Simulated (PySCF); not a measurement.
C₂HF₃Si, SMILES C#C[Si](F)(F)F. Heavy atoms are numbered as in [CH:1]#[C:2][Si:3]([F:4])([F:5])[F:6]. Hydrogens are named by the atom that carries them.

Geometry optimised at B3LYP-D3(BJ)/def2-SVP.

Level of theory: PBE0/pcSseg-1 in PySCF.

GIAO shieldings, no solvent; atoms alike by connectivity are averaged. δ = σ(ref) − σ: ¹³C against TMS (σ = 186.3 ppm); ²⁹Si against TMS (σ = 352.7 ppm); ¹⁹F against CFCl3 (σ = 167.2 ppm); ¹H against TMS (σ = 31.56 ppm), references at their B3LYP-D3(BJ)/def2-TZVP geometries, non-relativistic.

```tsv
atoms	nucleus	count	δ (ppm)
C1 (CH)	¹³C	1	___
C2	¹³C	1	___
Si3	²⁹Si	1	-83.7
F4	¹⁹F	3	-145.9
H on C1	¹H	1	2.63
```

Task: What belongs in the gaps? (The exact figures need the calculation; the answer reports its results.)

Result: 
- C2, δ (ppm): 77.3
- C1 (CH), δ (ppm): 105.7
